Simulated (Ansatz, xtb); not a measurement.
## Two structures of CH7BSn

We compare I, `B[CH2][SnH3]`, a singlet, with II, a singlet given by its coordinates. Both are isolated molecules in the gas phase, relaxed with BLYP-D3(BJ)/def2-SVP; the shapes shown needn't be the lowest conformers.

I (Å):

```xyz
10

C     0.5018   -0.7566   -0.6144
B     0.9771    0.5729   -0.0285
Sn   -1.6745   -0.6419   -0.0156
H     1.3538    0.6409    1.1258
H     0.8997    1.5982   -0.6781
H     0.8190   -1.7002   -0.1309
H     0.4255   -0.8622   -1.7134
H    -1.8426   -0.5461    1.7037
H    -2.3535   -2.1284   -0.5927
H    -2.4544    0.6995   -0.7810
```

II (Å):

```yaml
atoms:
  - { symbol: C, position_ang: [-1.9320, -0.7053, -0.4315] }
  - { symbol: B, position_ang: [1.9285, 0.1719, -0.3015] }
  - { symbol: Sn, position_ang: [0.1683, -1.2100, 0.0604] }
  - { symbol: H, position_ang: [1.2131, 0.7172, 0.6061] }
  - { symbol: H, position_ang: [2.9659, -0.2892, 0.1210] }
  - { symbol: H, position_ang: [1.8428, 0.7219, -1.3778] }
  - { symbol: H, position_ang: [-1.9848, -0.0762, -1.3389] }
  - { symbol: H, position_ang: [-2.4986, -1.6442, -0.5941] }
  - { symbol: H, position_ang: [-2.3844, -0.1714, 0.4278] }
  - { symbol: H, position_ang: [-0.0576, -2.0564, 1.6064] }
```

Close contacts (Å): C1–Sn3 2.22, B2–Sn3 2.27, C1–H7 1.11, C1–H8 1.11, C1–H9 1.11, B2–H4 1.28, B2–H5 1.21, B2–H6 1.21, Sn3–H4 2.26, Sn3–H10 1.78.

Problem. Estimate which is lower in electronic energy at CCSD(T)/def2-TZVP, and by roughly how much.

Solution. The CCSD(T)/def2-TZVP calculation puts structure I lower, by 3.6 kcal/mol.

The same difference at several levels:

```tsv
level	geometry	E(II) − E(I) (kcal/mol)	departure from the last row (kcal/mol)	job, with rough time for the two
GFN2-xTB	GFN2-xTB	−19.9	−23.4	optimisation, 1 s
HF/STO-3G	GFN2-xTB	+45.9	+42.4	single point, 3.4 s
r2SCAN-D4/def2-SVP	GFN2-xTB	+6.7	+3.1	single point, 8.1 s
BLYP-D3(BJ)/def2-SVP	BLYP-D3(BJ)/def2-SVP	−0.4	−3.9	optimisation, 1.7 min
HF/def2-TZVP	BLYP-D3(BJ)/def2-SVP	+13.4	+9.9	part of the CCSD(T) run
MP2/def2-TZVP	BLYP-D3(BJ)/def2-SVP	+2.5	−1.0	part of the CCSD(T) run
CCSD(T)/def2-TZVP	BLYP-D3(BJ)/def2-SVP	+3.6		single point, 2.7 min
```

GFN2-xTB puts the two in the other order. BLYP-D3(BJ)/def2-SVP finds them nearly level. The largest departure from CCSD(T)/def2-TZVP is that of HF/STO-3G, 42.4 kcal/mol. A small imaginary or near-zero mode remains, so no thermal terms are given.

The correlated steps freeze 6 core orbitals; the filled d shell of Sn is correlated, in a basis made for valence electrons. Atoms past krypton carry core potentials in the def2 sets, other sets are all-electron and non-relativistic, and no spin–orbit term is included. Codes used: Ansatz 0.2.0, xtb 6.7.1; the last row on 2 threads of AMD EPYC (Zen 3) on a shared host.
